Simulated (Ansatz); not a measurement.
`B[O][GaH2]` + `C[SiH2][SiH2][AlH2]` → `[AlH2][SiH2][SiH2][GaH2]` + `BOC`  (redistribution)

Isolated molecules relaxed with PBE0-D4/def2-TZVP in Ansatz; ΔE leaves out vibrations. CCSD(T)/CBS is the MP2 limit (def2-TZVPP, def2-QZVPP) plus CCSD(T) − MP2 in def2-TZVPP, frozen cores. DFT in def2-TZVPP. B3LYP here is the variant with VWN-RPA as its local correlation; programs differ in this. For Ga outer-core shells are correlated without core-valence functions, which leaves a few kJ/mol of doubt a bond. Scalar relativity is left out up to krypton. One conformer a species, not always the lowest.

| level | ΔE (kJ/mol) | difference from CCSD(T)/CBS |
| --- | --- | --- |
| PBE-D4 | 101.8 | -18.5 |
| r2SCAN-D4 | 117.9 | -2.4 |
| B3LYP-D4 | 116.0 | -4.3 |
| ωB97X-V | 121.0 | 0.7 |
| ωB97M-V | 122.6 | 2.3 |
| B2PLYP | 124.4 | 4.1 |
| PBE | 102.1 | -18.2 |
| r2SCAN | 117.8 | -2.5 |
| MP2/def2-TZVPP | 133.4 | 13.1 |
| SCS-MP2/def2-TZVPP | 132.2 | 11.9 |
| CCSD/def2-TZVPP | 123.8 | 3.5 |
| CCSD(T)/def2-TZVPP | 122.1 | 1.8 |
| MP2/def2-QZVPP | 132.9 | 12.6 |
| SCS-MP2/def2-QZVPP | 132.4 | 12.1 |
| HF/CBS(def2) | 134.3 | 14.0 |
| MP2/CBS(def2) | 131.6 | 11.3 |
| CCSD(T)/CBS | 120.3 | 0 |

Largest T1 diagnostic among the species: 0.016.

From PBE to PBE0 (25 % exact exchange), in def2-TZVPP and without D4, ΔE moves by +5.5 kJ/mol.
